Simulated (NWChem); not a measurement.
System: N2H3, doublet; SMILES [NH]N

NWChem input:

```
start job
memory heap 200 mb stack 900 mb global 1100 mb
geometry units angstroms noautoz
  N      0.629000    -0.312248     0.094593
  N     -0.575530     0.225307    -0.109457
  H      1.345356     0.410971     0.034166
  H     -0.758981     1.209625     0.066878
  H     -1.329410    -0.412442     0.105517
end
basis spherical
  * library 6-31g*
end
dft
  odft
  mult 2
  xc b3lyp
  iterations 150
end
driver
  maxiter 150
end
task dft optimize
```

Output (shortened):

```
             Northwest Computational Chemistry Package (NWChem) 7.3.0
             --------------------------------------------------------

 C1  symmetry detected

                             Geometry "geometry" -> ""
                             -------------------------

 Output coordinates in angstroms (scale by  1.889725989 to convert to a.u.)

  No.       Tag          Charge          X              Y              Z
 ---- ---------------- ---------- -------------- -------------- --------------
    1 N                    7.0000    -0.10413164    -0.73563298     0.00324631
    2 N                    7.0000    -0.00800034     0.59446875    -0.05227363
    3 H                    1.0000     0.82523575    -1.15212924    -0.04842755
    4 H                    1.0000     0.83910320     1.08183062     0.22794811
    5 H                    1.0000    -0.87941513     1.05844824     0.16367070

 Effective nuclear repulsion energy (a.u.)      36.7015850986

                           NWChem Geometry Optimization
                           ----------------------------

 maximum gradient threshold         (gmax) =   0.000450
 rms gradient threshold             (grms) =   0.000300
 maximum cartesian step threshold   (xmax) =   0.001800
 rms cartesian step threshold       (xrms) =   0.001200
 fixed trust radius                (trust) =   0.300000
 source of zmatrix                         =

          -------------------
          Energy Minimization
          -------------------

 Using diagonal initial Hessian

          --------
          Step   0

                                 NWChem DFT Module
                                 -----------------

 Summary of "ao basis" -> "ao basis" (spherical)
 ------------------------------------------------------------------------------
       Tag                 Description            Shells   Functions and Types
 ---------------- ------------------------------  ------  ---------------------
 N                           6-31g*                  6       14   3s2p1d
 H                           6-31g*                  2        2   2s

            General Information
            -------------------
          SCF calculation type: DFT
          Wavefunction type:  spin polarized.
          No. of atoms     :     5
          No. of electrons :    17
           Alpha electrons :     9
            Beta electrons :     8
          Charge           :     0
          Spin multiplicity:     2
          Use of symmetry is: off; symmetry adaption is: off
          Maximum number of iterations: 150
          AO basis - number of functions:    34
                     number of shells:    18
          Convergence on energy requested:  1.00D-06
          Convergence on density requested:  1.00D-05
          Convergence on gradient requested:  5.00D-04

              XC Information
              --------------
                         B3LYP Method XC Potential
                     Hartree-Fock (Exact) Exchange  0.200
                        Slater Exchange Functional  0.800 local
                    Becke 1988 Exchange Functional  0.720 non-local
              Lee-Yang-Parr Correlation Functional  0.810
                  VWN I RPA Correlation Functional  0.190 local

             Grid Information
             ----------------
          Grid used for XC integration:  medium
          Radial quadrature: Mura-Knowles
          Angular quadrature: Lebedev.
          Tag              B.-S. Rad. Rad. Pts. Rad. Cut. Ang. Pts.
          ---              ---------- --------- --------- ---------
          N                   0.65       49           7.0       434
          H                   0.35       45           8.0       434
          Grid pruning is: on
          Number of quadrature shells:   233
          Spatial weights used:  Erf1

      Superposition of Atomic Density Guess
      -------------------------------------

[...]

      ----------------------
      Optimization converged
      ----------------------

  Step       Energy      Delta E   Gmax     Grms     Xrms     Xmax
  ---- ---------------- -------- -------- -------- -------- --------
@    6    -111.22056916 -1.9D-07  0.00008  0.00004  0.00038  0.00073
                                     ok       ok       ok       ok

                         Geometry "geometry" -> "geometry"
                         ---------------------------------

 Output coordinates in angstroms (scale by  1.889725989 to convert to a.u.)

  No.       Tag          Charge          X              Y              Z
 ---- ---------------- ---------- -------------- -------------- --------------
    1 N                    7.0000    -0.12315511    -0.75777249     0.01995547
    2 N                    7.0000    -0.01041828     0.59077297    -0.09721431
    3 H                    1.0000     0.83915026    -1.11432881    -0.04999809
    4 H                    1.0000     0.82874240     1.05854227     0.24489589
    5 H                    1.0000    -0.86152742     1.06977145     0.17652498

 Effective nuclear repulsion energy (a.u.)      36.3326844804

 ==============================================================================
                                internuclear distances
 ------------------------------------------------------------------------------
       center one      |      center two      | atomic units |  angstroms
 ------------------------------------------------------------------------------
    2 N                |   1 N                |     2.56684  |     1.35831
    3 H                |   1 N                |     1.94381  |     1.02862
    4 H                |   2 N                |     1.92719  |     1.01982
    5 H                |   2 N                |     1.91671  |     1.01428
 ------------------------------------------------------------------------------
                         number of included internuclear distances:          4
 ==============================================================================
```

Level: B3LYP/6-31G* (spherical d), spin-unrestricted. No stability test was run on the SCF state.
